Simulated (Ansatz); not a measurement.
`[O]=[Ta]([OH])([F])[Cl]` + H₂O → `[O]=[Ta]([OH])([OH])[F]` + HCl at 400 K and 1 bar (formal hydrolysis of a Ta–Cl bond).

Program: Ansatz. Geometries: PBE0-D4/def2-TZVP. ΔE: electronic, gas phase. CCSD(T)/CBS adds triple-zeta CCSD(T) − MP2 to the extrapolated MP2 energy (def2 sets, frozen cores). This one scheme is used for every species. Elements past krypton have def2 core potentials. For Ta outer-core shells are correlated without core-valence functions, which leaves a few kJ/mol of doubt a bond. Each species was taken in one conformer, which may not be the lowest.

| species | CCSD(T)/CBS energy (Eh) | H − E (kJ/mol) | S (J/(mol·K)) |
| --- | --- | --- | --- |
| `[O]=[Ta]([OH])([F])[Cl]` | -767.66252 | 82.0 | 388.7 |
| H₂O | -76.37941 | 69.8 | 198.6 |
| `[O]=[Ta]([OH])([OH])[F]` | -383.65757 | 115.4 | 383.3 |
| HCl | -460.38127 | 29.6 | 195.4 |

H − E and S are ideal-gas, rigid-rotor, harmonic terms from PBE0-D4/def2-TZVP, for one conformer and one mirror image of each species. 1 Eh = 2625.50 kJ/mol, R = 8.31446 J/(mol·K).

By hand: ΔE, ΔH, ΔS and ΔG.

ΔE = (-383.65757) + (-460.38127) − (-767.66252) − (-76.37941) = 0.00309 Eh = 8.1 kJ/mol. Δ(H − E) = 115.4 + 29.6 − 82.0 − 69.8 = -6.8, so ΔH = 1.3 kJ/mol. ΔS = 383.3 + 195.4 − 388.7 − 198.6 = -8.6 J/(mol·K). ΔG = 1.3 − 400 × (-8.6)/1000 = 4.7 kJ/mol.

By hand: the equilibrium constant, and the temperature at which ΔG would vanish if ΔH and ΔS stayed fixed.

log₁₀ K = −ΔG/(RT ln 10) = -0.6. ΔH and −TΔS have one sign here, so there is no such temperature.

TΔS isn't small against ΔH here. The sign of ΔG lies within the doubt. A doubt of 5 kJ/mol in ΔE shifts log₁₀ K by 0.7 here. Other conformers and mirror images would add mixing entropy, several J/(mol·K) or more a flexible species. These are equilibria of isolated gas molecules and say nothing of rates. Largest T1 diagnostic: 0.020 (customary marks: 0.02 for closed shells, 0.045 for open ones).

ΔS is within the doubt of such terms, so its sign, and with it that verdict, could turn.
